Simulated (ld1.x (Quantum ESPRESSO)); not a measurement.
## Transferability test, TM semilocal potential for Cl

ld1.x (Quantum ESPRESSO) 7.5 input, shortened:

```
&input
   title='Cl', zed=17., rel=1, dft='PBE', iswitch=3,
   config='[Ne] 3s2 3p5'
 /
 &inputp
   pseudotype=1, tm=.true., lloc=0,
   nlcc=.true., rcore=0.95
 /
2
3P  2  1   5.00   0.00  1.55  1.55  0.0
3S  1  0   2.00   0.00  0.90  0.90  0.0
 &test
   configts(1)='3s2 3p5'
 /
```

Energies are relative to the spin-unpolarised reference configuration 3s2 3p5; without spin polarisation the order of configurations can differ from experiment.

```
valence configuration  charge  ΔE all-electron (eV)  error AE − PS (meV)
              3s2 3p4      +1                13.875                 +3.9
              3s2 3p3      +2                39.322                  +31
              3s1 3p6       0                12.153                 +4.1
            3s2 3p5.3    -0.3                -2.138                 +0.4
              3s1 3p5      +1                26.584                 +6.9
```

(1) What are ΔE and the potential's error for 3s2 3p2?

(2) What are ΔE and the potential's error for 3s2 3p1?

Levels in the configuration 3s2 3p3:

```csv
level,all-electron (eV),pseudo (eV)
3s,-44.917,-44.877
3p,-31.685,-31.634
```

Results:

(1) ΔE = 77.630 eV all-electron; the error (AE − PS) is +113 meV.

(2) ΔE = 129.873 eV all-electron; the error (AE − PS) is +298 meV.
